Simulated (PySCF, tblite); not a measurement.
Parent: `[CH2:1]=[C:2]1[SiH2:3][O:4][Si@@:5]1([CH3:6])[Cl:7]`, C3H7ClOSi2.

Structures optimised with GFN2-xTB, isolated species. One conformer each, not checked by frequencies here.

```csv
coordinate of the parent,value
C1=C2,1.321 Å
C2–Si3,1.905 Å
Si3–O4,1.667 Å
O4–Si5,1.666 Å
Si5–C6,1.889 Å
Si5–Cl7,2.010 Å
C2–Si5,1.905 Å
C1–C2–Si3,137.3°
C1–C2–Si5,136.7°
Si3–C2–Si5,86.0°
C2–Si3–O4,85.7°
Si3–O4–Si5,102.5°
O4–Si5–C6,111.8°
O4–Si5–Cl7,108.9°
C6–Si5–Cl7,111.2°
C2–Si5–O4,85.8°
C2–Si5–C6,120.2°
C2–Si5–Cl7,115.7°
```

Question: How does the shared frame change in `[CH3:1][C@@H:2]1[SiH2:3][O:4][Si@@:5]1([CH3:6])[Cl:7]`, C3H9ClOSi2? Atoms pair as C1 = C1, C2 = C2, Si3 = Si3, O4 = O4, Si5 = Si5, C6 = C6, Cl7 = Cl7 (parent first).

Answer: 
```csv
parent,relative,value in the relative,change
C1=C2,C1–C2,1.523 Å,+0.202
C2–Si3,C2–Si3,1.928 Å,+0.023
Si3–O4,Si3–O4,1.666 Å,-0.001
O4–Si5,O4–Si5,1.666 Å,0.000
Si5–C6,Si5–C6,1.888 Å,-0.001
Si5–Cl7,Si5–Cl7,2.009 Å,-0.001
C2–Si5,C2–Si5,1.925 Å,+0.020
C1–C2–Si3,C1–C2–Si3,119.0°,-18.3
C1–C2–Si5,C1–C2–Si5,119.1°,-17.6
Si3–C2–Si5,Si3–C2–Si5,83.6°,-2.4
C2–Si3–O4,C2–Si3–O4,87.7°,+2.0
Si3–O4–Si5,Si3–O4–Si5,100.8°,-1.7
O4–Si5–C6,O4–Si5–C6,111.6°,-0.2
O4–Si5–Cl7,O4–Si5–Cl7,108.3°,-0.6
C6–Si5–Cl7,C6–Si5–Cl7,111.5°,+0.3
C2–Si5–O4,C2–Si5–O4,87.8°,+2.0
C2–Si5–C6,C2–Si5–C6,119.2°,-1.0
C2–Si5–Cl7,C2–Si5–Cl7,115.6°,-0.1
```

Of the parent's bonds, C1–C2 changes most (+0.202 Å). Point group C1 → C1.

These are computed values.
